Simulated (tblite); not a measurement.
C₄H₇BF₂Si.
Numbering: `[CH3:1][C:2]1=[CH:3][C@@H:4]1[Si@H:5]([F:6])[BH:7][F:8]` (hydrogens: H9, H10, H11 on C1; H12 on C3; H13 on C4; H14 on Si5; H15 on B7)

Computed with GFN2-xTB (tblite), gas phase: L-BFGS steps from a force-field or distance-geometry start until the largest atomic force falls under 0.01 eV/Å.

Step 9: E = -668.2398 eV
```
atom  x, y, z in Å  |  force x, y, z in eV/Å
C1     -2.2647    0.5009   -0.4532    0.066   0.006   0.023
C2     -1.2363   -0.5423   -0.4926   -0.023   0.001   0.033
C3     -0.8192   -1.7664   -0.4300   -0.063   0.007   0.048
C4      0.2677   -0.7187   -0.5739   -0.034  -0.044  -0.039
Si5     1.3393   -0.1946    0.8890    0.125   0.144   0.051
F6      0.2645    0.2674    2.0297   -0.006  -0.060   0.061
B7      2.4642    1.3394    0.4091   -0.006   0.071   0.035
F8      3.4405    1.1343   -0.4492    0.150   0.033  -0.093
H9     -1.7971    1.4788   -0.3336   -0.064  -0.049  -0.041
H10    -2.8423    0.4903   -1.3812   -0.025   0.025   0.141
H11    -2.9269    0.3252    0.3976   -0.033   0.009  -0.164
H12    -0.9838   -2.8086   -0.3295   -0.008  -0.024  -0.012
H13     0.7191   -0.6215   -1.5597    0.026  -0.007  -0.108
H14     2.0005   -1.3454    1.5118   -0.066  -0.037   0.044
H15     2.3701    2.4694    0.7437   -0.041  -0.074   0.020
```

Step 10: E = -668.2434 eV
```
atom  x, y, z in Å  |  force x, y, z in eV/Å
C1     -2.2655    0.5026   -0.4535    0.059  -0.039   0.014
C2     -1.2398   -0.5443   -0.4916    0.036   0.089   0.013
C3     -0.8214   -1.7670   -0.4280   -0.018  -0.054   0.037
C4      0.2668   -0.7211   -0.5756    0.002   0.008  -0.011
Si5     1.3443   -0.1942    0.8908    0.068   0.101  -0.021
F6      0.2655    0.2621    2.0316    0.015  -0.050   0.040
B7      2.4695    1.3443    0.4083   -0.010   0.012   0.026
F8      3.4461    1.1390   -0.4519    0.096   0.052  -0.044
H9     -1.7975    1.4802   -0.3346   -0.063  -0.057  -0.033
H10    -2.8461    0.4919   -1.3792   -0.009   0.026   0.111
H11    -2.9300    0.3246    0.3939   -0.035   0.024  -0.121
H12    -0.9832   -2.8104   -0.3302   -0.015  -0.008  -0.007
H13     0.7194   -0.6232   -1.5641   -0.025  -0.021  -0.021
H14     1.9963   -1.3510    1.5186   -0.072   0.013   0.012
H15     2.3713    2.4746    0.7437   -0.029  -0.097   0.005
```

Step 11: E = -668.2456 eV
```
atom  x, y, z in Å  |  force x, y, z in eV/Å
C1     -2.2649    0.5028   -0.4535    0.032  -0.047   0.003
C2     -1.2407   -0.5445   -0.4907    0.073   0.088   0.002
C3     -0.8232   -1.7675   -0.4262    0.022  -0.053   0.028
C4      0.2663   -0.7222   -0.5767    0.031   0.033   0.011
Si5     1.3483   -0.1921    0.8916    0.004   0.035  -0.057
F6      0.2664    0.2581    2.0334    0.034  -0.039   0.020
B7      2.4730    1.3471    0.4078    0.017  -0.035  -0.006
F8      3.4505    1.1427   -0.4539    0.046   0.064   0.000
H9     -1.7989    1.4800   -0.3358   -0.038  -0.026  -0.019
H10    -2.8484    0.4934   -1.3759   -0.009   0.017   0.050
H11    -2.9325    0.3247    0.3894   -0.046   0.019  -0.056
H12    -0.9832   -2.8117   -0.3308   -0.021   0.002  -0.002
H13     0.7191   -0.6246   -1.5672   -0.053  -0.029   0.030
H14     1.9925   -1.3538    1.5226   -0.071   0.046  -0.009
H15     2.3712    2.4757    0.7439   -0.023  -0.075   0.004
```

Step 12: E = -668.2470 eV
```
atom  x, y, z in Å  |  force x, y, z in eV/Å
C1     -2.2638    0.5020   -0.4534    0.001  -0.032  -0.004
C2     -1.2395   -0.5438   -0.4900    0.073   0.041   0.002
C3     -0.8242   -1.7679   -0.4245    0.045  -0.017   0.021
C4      0.2664   -0.7224   -0.5771    0.043   0.031   0.024
Si5     1.3509   -0.1898    0.8911   -0.037  -0.018  -0.059
F6      0.2676    0.2549    2.0349    0.047  -0.029   0.004
B7      2.4755    1.3481    0.4073    0.042  -0.056  -0.032
F8      3.4542    1.1462   -0.4550    0.018   0.065   0.025
H9     -1.8006    1.4793   -0.3370   -0.012   0.010  -0.005
H10    -2.8499    0.4946   -1.3727   -0.010   0.002  -0.010
H11    -2.9349    0.3252    0.3854   -0.048   0.005   0.000
H12    -0.9836   -2.8124   -0.3312   -0.022   0.011   0.002
H13     0.7180   -0.6259   -1.5687   -0.054  -0.028   0.043
H14     1.9887   -1.3545    1.5248   -0.063   0.057  -0.020
H15     2.3707    2.4746    0.7442   -0.020  -0.042   0.010
```

Question: Estimate the geometry and energy of step 13. (The exact step hangs on the optimiser's Hessian estimate; all steps are aligned on step 12, rigid shifts and turns removed.)

Answer: E = -668.2482 eV, largest force 0.084 eV/Å
```
atom  x, y, z in Å  |  force x, y, z in eV/Å
C1     -2.2628    0.5008   -0.4533   -0.026  -0.005  -0.007
C2     -1.2370   -0.5427   -0.4893    0.036  -0.012   0.008
C3     -0.8241   -1.7681   -0.4227    0.050   0.024   0.016
C4      0.2672   -0.7220   -0.5770    0.036   0.013   0.024
Si5     1.3526   -0.1881    0.8897   -0.049  -0.045  -0.040
F6      0.2697    0.2516    2.0362    0.050  -0.015  -0.008
B7      2.4780    1.3478    0.4065    0.048  -0.054  -0.043
F8      3.4579    1.1504   -0.4557    0.009   0.056   0.032
H9     -1.8024    1.4787   -0.3381    0.006   0.032   0.007
H10    -2.8513    0.4957   -1.3701   -0.004  -0.015  -0.054
H11    -2.9378    0.3257    0.3819   -0.036  -0.010   0.036
H12    -0.9844   -2.8129   -0.3314   -0.019   0.022   0.006
H13     0.7161   -0.6276   -1.5692   -0.035  -0.022   0.028
H14     1.9843   -1.3539    1.5261   -0.047   0.050  -0.023
H15     2.3697    2.4727    0.7446   -0.019  -0.018   0.017
```

The energy changes by -0.0012 eV. The first-order estimate −F·Δx gives -0.0017 eV and the mean of the old and new forces, exact on a quadratic surface, -0.0012 eV. The step makes an angle of 52° with the force vector and moves no atom by more than 0.006 Å.

What follows is the cost of the whole relaxation. The run took 2.2 s of wall time on Intel Xeon at 2.50 GHz, one thread, no GPU, shared host with 64 logical CPUs at a one-minute load of 60.
